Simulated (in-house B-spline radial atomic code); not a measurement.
**OEP/ALDAx excitations of the barium ion Ba⁸⁺**

Method: OEP/ALDAx. Computed with a B-spline radial code for spherical atoms: linear response of the closed shell [Kr] 4d10 5s2 with the adiabatic LDA exchange kernel on the exchange-only optimised effective potential; scalar-relativistic (spin-free one-electron X2C), finite nucleus, no spin-orbit coupling, no double excitations, S, P, D and F terms only; shells from n = 3 respond. Only terms of natural parity with L up to 3 were computed.

Spin-orbit coupling is strong here, so these LS terms don't match observed levels.

Command:
```bash
python run_td.py task.json out
```
Settings (radii: box in bohr, nucleus in fm):
```
Z                        56
electrons                48
configuration            [Kr] 4d10 5s2
hamiltonian              x2c
method                   oep
box_radius               11.59
rms_radius               4.8378
intervals                100
```

Run time, properties included: 3.7 s on 1 thread of Arm Neoverse N1, on a shared host.

The lowest states, in the order of their Tamm-Dancoff energies; the method's threshold (minus the highest occupied level) is 128.71 eV. Labels give the largest channel, * marks a mixed state, and oscillator strengths are full-response dipole values. Semilocal kernels can invert the small singlet-triplet splittings of Rydberg terms. Energies in eV:

| state | full response | Tamm-Dancoff | oscillator strength |
| --- | --- | --- | --- |
| 5s → 5p 3P | 16.359 | 16.491 | - |
| 5s → 5p 1P | 21.771 | 22.508 | 1.57 |
| 5s → 4f 3F | 28.349 | 28.382 | - |
| 5s → 4f 1F | 29.551 | 29.558 | - |
| 5s → 5d 3D | 42.76 | 42.80 | - |
| 5s → 5d 1D | 45.09 | 45.13 | - |
| 5s → 6s 3S | 57.54 | 57.55 | - |
| 5s → 6s 1S | 58.91 | 58.95 | - |
| 5s → 6p 3P | 65.48 | 65.49 | - |
| 5s → 6p 1P | 66.07 | 66.10 | 0.16 |
| 5s → 5f 3F | 69.73 | 69.74 | - |
| 5s → 5f 1F | 70.20 | 70.20 | - |
| 5s → 6d 3D | 77.35 | 77.36 | - |
| 5s → 6d 1D | 77.87 | 77.88 | - |
| 5s → 7s 3S | ? | ? | - |
| 5s → 7s 1S | 84.27 | 84.29 | - |
| 4d → 5p 3P | 85.39 | 85.41 | - |
| 4d → 5p 3F | ? | ? | - |
| 4d → 5p 1F | 86.30 | 86.30 | - |
| 4d → 5p 1P | 87.53 | 87.64 | 0.965 |

Task: Where does 5s → 7s 3S lie?

Result: At 83.84 eV in full response, 83.84 eV in Tamm-Dancoff.

Task: Where does 4d → 5p 3F lie?

Result: At 85.65 eV in full response, 85.66 eV in Tamm-Dancoff.

Task: How large is the singlet-triplet splitting of 5s → 5p (P terms) in Tamm-Dancoff?

Result: 6.02 eV, from the unrounded values.

Task: What polarisabilities and dispersion coefficient does the method give?

Result: Dipole 3.121 bohr³, quadrupole 3.979 bohr⁵, C6 8.422 hartree·bohr⁶ for two such species.
